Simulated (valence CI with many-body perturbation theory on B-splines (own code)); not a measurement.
# Ho⁶⁰⁺: E2, E3, M2 decay

Level of theory: relativistic CI+MBPT: five valence electrons over a frozen Dirac-Fock core [He], radial functions for each j: 11 s, 11 p, 10 d, 8 f, 5 g, 2 h, with the one-electron correlation potential Σ1, the two-electron term Σ2, the three-electron term Σ3, Breit, model QED; selected CI, second order for the rest, scaled by the run's own slope (own B-spline code, finite nucleus).

No measured spectrum was set against this ion. As an estimate, large intervals hold to a few tenths of a per cent, small ones and those within an open d or f shell to about a per cent. Among the levels kept, up to 7300 cm⁻¹ of a level comes from second order outside the variational space, and about a tenth of that is noise between levels of different J, which matters for small intervals.

Lines 51 to 100 of 102 in falling wavelength, among levels below 10094 eV, chosen from the decays that carry over 1 % of a level's rate. Wavelengths and rates use the calculated energies. Electric multipoles are in the length gauge, E1 and E2 with the static RPA response of the core. Weak lines are less certain than strong ones. Lines between different terms over intervals too small for the method are left out, as are lines whose strength nearly cancels. The highest levels of a list are the least certain.

Levels are named by their leading jj configuration (3d3/2^4 stands for four electrons in 3d with j = 3/2), which in mixed levels can hold well under half, so a name can repeat and another be missing. Letters in brackets count levels of one name in rising energy.

| λ vac (nm) | Upper | Lower | Type | A (s⁻¹) | Branch % |
| --- | --- | --- | --- | --- | --- |
| 0.1615 | (2s 2p1/2^2 2p3/2 3d5/2) J=9/2 | (2s 2p1/2^2 2p3/2^2) J=5/2 | E3 | 1.92e+09 | 2.1 |
| 0.1611 | (2s^2 2p3/2^2 3d5/2) J=7/2 | (2s^2 2p3/2^3) J=3/2 | M2 | 5.51e+10 | 2.6 |
| 0.1611 | (2s^2 2p3/2^2 3d5/2) J=9/2 | (2s^2 2p3/2^3) J=3/2 | E3 | 1.33e+09 | 1.2 |
| 0.1608 | (2s^2 2p1/2 2p3/2 3d5/2) J=9/2 | (2s^2 2p1/2 2p3/2^2) J=5/2 | M2 | 3.20e+10 | 38.4 |
| 0.1608 | (2s^2 2p1/2 2p3/2 3d5/2) J=9/2 | (2s^2 2p1/2 2p3/2^2) J=5/2 | E3 | 2.02e+09 | 2.4 |
| 0.1560 | (2s 2p1/2^2 2p3/2 3d5/2) J=9/2 | (2s^2 2p1/2 2p3/2^2) J=5/2 | E2 | 1.76e+09 | 1.9 |
| 0.1486 | (2s^2 2p3/2^2 3d5/2) J=9/2 | (2s 2p1/2^2 2p3/2^2) J=5/2 | E2 | 6.54e+09 | 5.9 |
| 0.1479 | (2s 2p1/2 2p3/2^2 3p3/2) J=7/2 [a] | (2s 2p1/2^2 2p3/2^2) J=5/2 | E2 | 2.73e+11 | 1.2 |
| 0.1474 | (2s 2p1/2 2p3/2^2 3p3/2) J=1/2 [b] | (2s 2p1/2^2 2p3/2^2) J=3/2 | E2 | 5.29e+11 | 4.0 |
| 0.1471 | (2s 2p1/2 2p3/2^2 3p3/2) J=5/2 [d] | (2s 2p1/2^2 2p3/2^2) J=1/2 | E2 | 4.16e+11 | 1.0 |
| 0.1471 | (2s 2p1/2 2p3/2^2 3p3/2) J=9/2 | (2s 2p1/2^2 2p3/2^2) J=5/2 | E2 | 7.84e+11 | 30.4 |
| 0.1470 | (2s^2 2p1/2 2p3/2 3p3/2) J=5/2 [a] | (2s^2 2p1/2^2 2p3/2) J=3/2 | E2 | 1.92e+11 | 4.8 |
| 0.1469 | (2s^2 2p1/2 2p3/2 3p3/2) J=3/2 [a] | (2s^2 2p1/2^2 2p3/2) J=3/2 | E2 | 6.78e+11 | 19.2 |
| 0.1468 | (2s^2 2p1/2 2p3/2 3p3/2) J=7/2 | (2s^2 2p1/2^2 2p3/2) J=3/2 | E2 | 7.18e+11 | 37.1 |
| 0.1466 | (2s^2 2p3/2^2 3p3/2) J=7/2 | (2s^2 2p1/2 2p3/2^2) J=5/2 | E2 | 3.29e+11 | 5.3 |
| 0.1465 | (2s^2 2p3/2^2 3p3/2) J=5/2 | (2s^2 2p1/2 2p3/2^2) J=5/2 | E2 | 4.65e+11 | 2.0 |
| 0.1465 | (2s^2 2p3/2^2 3p3/2) J=1/2 | (2s^2 2p1/2 2p3/2^2) J=5/2 | E2 | 5.99e+11 | 1.1 |
| 0.1463 | (2s^2 2p1/2 2p3/2 3p3/2) J=5/2 [b] | (2s^2 2p1/2^2 2p3/2) J=3/2 | E2 | 5.26e+11 | 24.1 |
| 0.1462 | (2s^2 2p3/2^2 3p3/2) J=7/2 | (2s^2 2p1/2 2p3/2^2) J=3/2 | E2 | 5.68e+11 | 9.1 |
| 0.1462 | (2s^2 2p3/2^2 3p3/2) J=3/2 [b] | (2s^2 2p1/2 2p3/2^2) J=1/2 | E2 | 7.32e+11 | 7.7 |
| 0.1461 | (2s^2 2p3/2^2 3p3/2) J=5/2 | (2s^2 2p1/2 2p3/2^2) J=3/2 | E2 | 2.46e+11 | 1.0 |
| 0.1460 | (2s^2 2p1/2 2p3/2 3p3/2) J=1/2 [b] | (2s^2 2p1/2^2 2p3/2) J=3/2 | E2 | 2.88e+11 | 3.4 |
| 0.1458 | (2s^2 2p3/2^2 3p3/2) J=3/2 [a] | (2s^2 2p1/2 2p3/2^2) J=5/2 | E2 | 5.93e+11 | 4.6 |
| 0.1454 | (2s^2 2p3/2^2 3p3/2) J=3/2 [b] | (2s^2 2p1/2 2p3/2^2) J=5/2 | E2 | 1.08e+11 | 1.1 |
| 0.1441 | (2s^2 2p1/2 2p3/2 3d5/2) J=9/2 | (2s^2 2p1/2^2 2p3/2) J=3/2 | E3 | 4.29e+09 | 5.2 |
| 0.1439 | (2s^2 2p3/2^2 3d5/2) J=9/2 | (2s^2 2p1/2 2p3/2^2) J=5/2 | M2 | 1.50e+10 | 13.4 |
| 0.1439 | (2s^2 2p3/2^2 3d5/2) J=9/2 | (2s^2 2p1/2 2p3/2^2) J=5/2 | E3 | 1.65e+09 | 1.5 |
| 0.1435 | (2s^2 2p3/2^2 3d5/2) J=9/2 | (2s^2 2p1/2 2p3/2^2) J=3/2 | E3 | 3.40e+09 | 3.1 |
| 0.1412 | (2s 2p1/2^2 2p3/2 3d3/2) J=5/2 [a] | (2s^2 2p1/2^2 2p3/2) J=3/2 | E2 | 1.59e+12 | 1.6 |
| 0.1411 | (2p1/2^2 2p3/2^2 3d3/2) J=3/2 | (2s 2p1/2^2 2p3/2^2) J=3/2 | E2 | 8.29e+11 | 2.7 |
| 0.1410 | (2s 2p1/2^2 2p3/2 3d3/2) J=7/2 | (2s^2 2p1/2^2 2p3/2) J=3/2 | E2 | 2.32e+12 | 35.0 |
| 0.1410 | (2p1/2^2 2p3/2^2 3d3/2) J=5/2 | (2s 2p1/2^2 2p3/2^2) J=3/2 | E2 | 1.05e+12 | 1.9 |
| 0.1410 | (2p1/2^2 2p3/2^2 3d3/2) J=7/2 | (2s 2p1/2^2 2p3/2^2) J=3/2 | E2 | 2.72e+12 | 15.3 |
| 0.1409 | (2s 2p1/2 2p3/2^2 3d3/2) J=9/2 | (2s^2 2p1/2 2p3/2^2) J=5/2 | E2 | 2.40e+12 | 64.4 |
| 0.1407 | (2s 2p1/2 2p3/2^2 3d5/2) J=9/2 [a] | (2s^2 2p1/2 2p3/2^2) J=5/2 | E2 | 5.61e+11 | 35.0 |
| 0.1405 | (2s 2p1/2 2p3/2^2 3d3/2) J=5/2 [c] | (2s^2 2p1/2 2p3/2^2) J=1/2 | E2 | 9.74e+11 | 1.4 |
| 0.1402 | (2s 2p1/2 2p3/2^2 3d5/2) J=7/2 [a] | (2s^2 2p1/2 2p3/2^2) J=3/2 | E2 | 2.16e+12 | 5.8 |
| 0.1399 | (2s 2p1/2 2p3/2^2 3d5/2) J=9/2 [b] | (2s^2 2p1/2 2p3/2^2) J=5/2 | E2 | 1.94e+12 | 63.4 |
| 0.1399 | (2s 2p1/2^2 2p3/2 3d3/2) J=5/2 [b] | (2s^2 2p1/2^2 2p3/2) J=3/2 | E2 | 3.87e+12 | 9.7 |
| 0.1398 | (2s 2p1/2 2p3/2^2 3d3/2) J=5/2 [c] | (2s^2 2p1/2 2p3/2^2) J=5/2 | E2 | 1.37e+12 | 1.9 |
| 0.1396 | (2p1/2^2 2p3/2^2 3d3/2) J=3/2 | (2s 2p1/2^2 2p3/2^2) J=5/2 | E2 | 3.77e+12 | 12.1 |
| 0.1395 | (2p1/2^2 2p3/2^2 3d3/2) J=5/2 | (2s 2p1/2^2 2p3/2^2) J=5/2 | E2 | 3.62e+12 | 6.6 |
| 0.1395 | (2p1/2^2 2p3/2^2 3d3/2) J=7/2 | (2s 2p1/2^2 2p3/2^2) J=5/2 | E2 | 1.90e+12 | 10.7 |
| 0.1395 | (2p1/2^2 2p3/2^2 3d3/2) J=1/2 | (2s 2p1/2^2 2p3/2^2) J=5/2 | E2 | 4.22e+12 | 1.9 |
| 0.1394 | (2s 2p1/2 2p3/2^2 3d3/2) J=5/2 [c] | (2s^2 2p1/2 2p3/2^2) J=3/2 | E2 | 1.84e+12 | 2.6 |
| 0.1394 | (2s 2p1/2 2p3/2^2 3d3/2) J=3/2 [d] | (2s^2 2p1/2 2p3/2^2) J=3/2 | E2 | 3.96e+12 | 2.3 |
| 0.1390 | (2s 2p1/2 2p3/2^2 3d5/2) J=5/2 [e] | (2s^2 2p1/2 2p3/2^2) J=1/2 | E2 | 3.76e+12 | 1.1 |
| 0.1390 | (2s 2p1/2 2p3/2^2 3d5/2) J=3/2 [d] | (2s^2 2p1/2 2p3/2^2) J=1/2 | E2 | 5.15e+12 | 3.5 |
| 0.1387 | (2s 2p1/2^2 2p3/2 3d5/2) J=7/2 [b] | (2s^2 2p1/2^2 2p3/2) J=3/2 | E2 | 3.64e+12 | 1.4 |
| 0.1386 | (2s 2p1/2 2p3/2^2 3d5/2) J=9/2 [c] | (2s^2 2p1/2 2p3/2^2) J=5/2 | E2 | 4.60e+12 | 39.5 |
